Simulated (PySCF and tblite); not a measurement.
Values are calculated unless marked as measured or tabulated.
C10H12O2, numbered as in [CH3:1][C:2]1=[C:3]([CH:4]([CH3:5])[CH3:6])[C:7](=[O:8])[CH:9]=[CH:10][C:11]1=[O:12].

Conformers came from 60 starts (ETKDG and KDG, MMFF94s, GFN2-xTB); geometries are GFN2-xTB. Energies: CAM-B3LYP-D3(BJ)/6-31G*, with GFN2-xTB thermal terms (modes under about 100 cm⁻¹ blended into free rotors). Symmetry numbers and mirror images are counted. Conformers within 2.5 kcal/mol (GFN2-xTB free energy) were kept, 5 at most. Programs: PySCF with density fitting and tblite.

Torsions listed: C2–C3–C4–C5. The 6-ring runs over atoms 2–3–7–9–10–11. Of a mirror pair one member is shown.

```tsv
conformer	shape	symmetry	E(GFN2) kcal/mol
1	6-ring flat; -119°	Cs	0.00
2	6-ring flat; 78°	C1 (pair)	1.61
```

**Question.** Which of these conformers is the most populated at 298.15 K, and with what share?

**Answer.** Conformer 1, about 85 %.

**Question.** Give the DFT energies and free energies relative to the lowest, and all weights.

**Answer.** 
```
conformer               shape  E(DFT) kcal/mol  G(298.15 K) kcal/mol  weight %
        1  6-ring flat; -119°             0.00                  0.00      85.5
        2    6-ring flat; 78°             1.41                  1.05      14.5
```

**Question.** How does its share change from 250 K to 350 K?

**Answer.** From 90 % to 81 %; the mixing entropy goes from 0.77 to 1.25 cal/(mol K).


Conformer gaps in 6-31G* on xTB geometries can be 2 kcal/mol off for S=O, P=O and other polar bonds.